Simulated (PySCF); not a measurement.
Computed shifts of a molecule C2H7ClSi3, PBE0/pcSseg-1 run with PySCF, GIAO, gas phase, atoms alike by connectivity averaged where their shifts nearly agree, in ppm (number of nuclei): ¹³C: 164.8 (1), 160.3 (1). ²⁹Si: 9.5 (1), -61.6 (1), -95.3 (1). ¹H: 7.28 (2), 6.30 (1), 5.28 (1), 5.10 (1), 4.20 (2). References: ¹³C against TMS (σ = 186.3 ppm); ²⁹Si against TMS (σ = 352.7 ppm); ³⁵Cl against HCl (σ = 945.9 ppm); ¹H against TMS (σ = 31.56 ppm), references at their B3LYP-D3(BJ)/def2-TZVP geometries, non-relativistic (without spin–orbit terms, shifts of atoms bonded to Cl or Br come out too high). Geometry optimised at PBE0-D3(BJ)/def2-SVP. A frequency run showed that this geometry is not a minimum. One conformer was computed; it need not be the lowest.

Task: Which molecule gave these data?
A. C=C1[SiH2][SiH2][Si@H]1Cl
B. C#C[SiH2][Si@H]([SiH3])Cl
C. [SiH3][SiH2]C#C[SiH2]Cl
D. C#C[SiH2][SiH2][SiH2]Cl

Result: A, C=C1[SiH2][SiH2][Si@H]1Cl
